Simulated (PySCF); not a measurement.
2,5-difluoropyridine, C5H3F2N.
Numbering: `[F:1][c:2]1[cH:3][cH:4][c:5]([F:6])[n:7][cH:8]1` (hydrogens: H9 on C3; H10 on C4; H11 on C8)

Structure optimised with GFN2-xTB, isolated species.

(1) List the bond lengths and angles at this level.

Results:

(1) 
```tsv
bond	length (Å)
F1–C2	1.342
C2–C3	1.388
C3–C4	1.383
C4–C5	1.390
C5–F6	1.336
C5–N7	1.312
N7–C8	1.321
C2–C8	1.386
C3–H9	1.079
C4–H10	1.077
C8–H11	1.080
```

A selection of angles:
```tsv
angle	degrees
F1–C2–C3	119.8
F1–C2–C8	119.9
C3–C2–C8	120.4
C2–C3–C4	117.8
C2–C3–H9	120.4
C4–C3–H9	121.8
C3–C4–C5	117.1
C3–C4–H10	122.3
C5–C4–H10	120.7
C4–C5–F6	119.0
C4–C5–N7	125.2
F6–C5–N7	115.8
C5–N7–C8	118.1
N7–C8–H11	116.8
C2–C8–N7	121.5
C2–C8–H11	121.7
```

The 8 heavy atoms lie in one plane (0.000 Å rms). The 6-membered ring C2–C3–C4–C5–N7–C8 has internal angles of 117.1° to 125.2°; it is planar, 0.00 Å rms from its mean plane, widest ring torsion 0°.

Point group: Cs (tolerance 0.08 Å). Not checked by GFN2-xTB frequencies.

These are computed values.
